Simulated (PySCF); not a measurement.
## Correlation energy of I (iodine, neutral)

[Kr] 4d10 5s2 5p5, 2P determinant. Calculation: PySCF 2.14, in x2c-TZVPPall; scalar relativity by spin-free X2C-1e. Frozen: [Ar] 3d10; 25 electrons correlated.

| level | correlation energy (mhartree) |
| --- | --- |
| CCSD | -563.41 |
| (T) | -10.15 |
| CCSD(T) | -573.56 |

Diagnostics: T1 = 0.0059, D1 = 0.0310, largest double amplitude 0.044.

Is a single reference adequate?

Yes, within this model without spin-orbit coupling: T1 lies below 0.03 and no double amplitude reaches 0.07.

This basis was not built for core-valence correlation, so the inner-shell part is incomplete.
